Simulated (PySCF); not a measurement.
## Si4H10O4

Si4H10O4 is a molecule, neutral, singlet. The structure, one conformer, was relaxed in the gas phase by PBE0-D3(BJ)/def2-SVP. No frequency run checks that it is a minimum.

SMILES: O[Si](O[SiH3])(O[SiH3])O[SiH3]

Coordinates in Å:
```
Si1     1.668    1.569   -1.581
O2      0.905    0.116   -1.291
Si3    -0.502   -0.404   -0.622
O4     -1.205    0.864    0.132
Si5    -2.251    1.233    1.372
O6     -0.127   -1.601    0.442
Si7     1.278   -2.143    1.157
O8     -1.565   -0.956   -1.741
H9      2.919    1.272   -2.331
H10     0.798    2.469   -2.393
H11     2.008    2.241   -0.292
H12    -2.666    2.653    1.208
H13    -1.560    1.064    2.684
H14    -3.450    0.345    1.327
H15     0.896   -3.088    2.242
H16     2.046   -0.999    1.734
H17     2.129   -2.850    0.155
H18    -1.340   -1.782   -2.177
```

Shieldings: GIAO PBE0/pcSseg-1. Shifts are against computed references at the same level: H TMS (σ 31.27 ppm), Si TMS (σ 352.0 ppm). Core levels by delta-SCF with SCAN, pcX-2 on the ionised atom and pcseg-1 elsewhere, spin-free X2C (2p3/2 is the spin-free 2p value less a third of a first-order spin-orbit splitting); from the vacuum level, for chosen atoms.

(1) Give the shieldings and core levels atom by atom.

(2) Which of O2, O4, O6, O8 holds its core electrons tightest, and by how much against the loosest?

(3) By CAM-B3LYP/def2-SVPD (TDDFT singlets, Tamm-Dancoff triplets, ionisation by delta-SCF), where does absorption start, and what does vertical ionisation take?

Results:

(1) 
```csv
atoms,bonded to,σ (ppm),δ (ppm),core level (eV)
Si1,1 O + 3 H,387.7,-35.7,-
O2,2 Si,291.3,-,1s 538.03
Si3,4 O,438.6,-86.6,2p3/2 108.65
O4,2 Si,298.1,-,1s 538.10
Si5,1 O + 3 H,387.7,-35.7,-
O6,2 Si,290.6,-,1s 538.07
Si7,1 O + 3 H,387.7,-35.7,-
O8,1 Si + 1 H,282.0,-,1s 538.85
H9 H10 H11,1 Si,26.28,4.99,-
H12 H13 H14,1 Si,26.24,5.03,-
H15 H16 H17,1 Si,26.33,4.93,-
H18,1 O,29.53,1.73,-
```

Values are those of this one static structure, with the three H of a rotating XH3 group averaged; atoms that internal rotation interchanges would show their mean in an NMR spectrum.

(2) O8 (bonded to 1 Si + 1 H), by 0.82 eV over O2 (bonded to 2 Si).

(3) The lowest singlet lies at 7.55 eV (f 0.002), the strongest of the first 6 at 7.94 eV (f 0.004), the lowest triplet at 7.21 eV; vertical ionisation takes 10.96 eV.
